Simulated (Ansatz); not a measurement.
System: LuF₃, net charge -1, doublet state. The spin state was set by rule; other spins were not relaxed. 
Geometry from a B3LYP-D3(BJ)/def2-TZVP (Ansatz, a first-principles code) optimisation:
```xyz
4

Lu    -0.0357     0.0649     0.1533
F     -1.5279    -1.1872    -0.3504
F      0.0949     1.5923    -1.1498
F      1.7147    -0.9175     0.2908
```
Charge -1, spin multiplicity 2.

Total electronic energies in hartree. Correlated levels leave the core frozen unless marked. UHF or UKS for open shells. No spin-orbit coupling. The frozen core is the preceding noble-gas configuration, with the filled d and f shells of earlier blocks. In def2 rows, elements after Kr have scalar-relativistic effective core potentials. 

| level | program | energy (Eh) |
|---|---|---|
| PBE0/def2-SVP | Ansatz | -1535.41209 |
| PBE0-D4/def2-TZVP | Ansatz + dftd4 | -1535.84099 |
| BHLYP-D4/def2-TZVP | Ansatz + dftd4 | -1535.30826 |
| CAM-B3LYP-D4/def2-TZVP | Ansatz + dftd4 | -1536.09992 |
| LC-wPBE-D4/def2-TZVP | Ansatz + dftd4 | -1536.37667 |
| B2GP-PLYP-D3(BJ)/def2-TZVP | Ansatz + dftd3 | -1534.22611 |
| SCS-MP2/def2-SVP | Ansatz | -1531.38530 |
| CCSD(T)/def2-SVP | Ansatz | -1531.42394 |

Totals of different functionals don't rank their quality; only differences between species are comparable.
